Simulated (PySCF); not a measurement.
## Excitation energy of Ti(2+) by level of theory

Ti(2+) [Ar] 3d2 (3F) → Ti(2+) [Ar] 3d1 4p1 (high-spin determinant), as a difference of total energies. Calculation: PySCF 2.14, in aug-cc-pVDZ-DK (7s6p4d2f, 59 functions); the spin-free X2C one-electron Hamiltonian (Gaussian nucleus). Correlated levels: valence: [Ar] frozen. The calculations carry no spin-orbit coupling.

```json
{"method": "UHF", "excitation energy (eV)": "9.534"}
{"method": "MP2 (valence)", "excitation energy (eV)": "9.578"}
{"method": "SCS-MP2 (valence)", "excitation energy (eV)": "9.548"}
{"method": "CCSD (valence)", "excitation energy (eV)": "9.576"}
```

How much does correlation contribute at MP2 (valence)?

9.578 − (9.534) = 0.044 eV, measured against UHF.

With two correlated electrons CCSD is exact in that space.

The coupled-cluster amplitudes are large for the upper state (T1 above 0.03 or a double amplitude above 0.15), so a single reference is strained.

The determinant of the upper state mixes LS terms, which raises its energy above the lowest term, most at the Hartree-Fock and MP2 levels.
